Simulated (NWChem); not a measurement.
Polarisability of FIn

```
In
F 1 2.0049
```
Charge 0, spin multiplicity 1.

Everything below was run with NWChem. The geometry was optimised at B3LYP/def2-SVP with def2 effective core potentials on In, a minimum by its harmonic frequencies.

Basis set: def2-SVPD. The field's frequency is 0.0773 Ha (589 nm).

```
method                isotropic polarisability (bohr³)  difference from CCSD linear response
--------------------  --------------------------------  ------------------------------------
LDA (SVWN5)                                      42.65                                 -4.63
PBE                                              44.65                                 -2.63
HF                                               48.12                                 +0.84
B3LYP                                            43.36                                 -3.92
CCSD linear response                             47.28                                  0.00
```

The values span 5.47 bohr³, from LDA (SVWN5) (lowest) to HF (highest). 

Effective core potentials replace the inner electrons of In; spin-orbit coupling is left out. The correlated methods keep 5 core orbitals frozen. B3LYP has NWChem's definition, with VWN1-RPA local correlation. The structure started from a generated list of species. Coupled-cluster values serve here as a point of comparison, not as the truth.
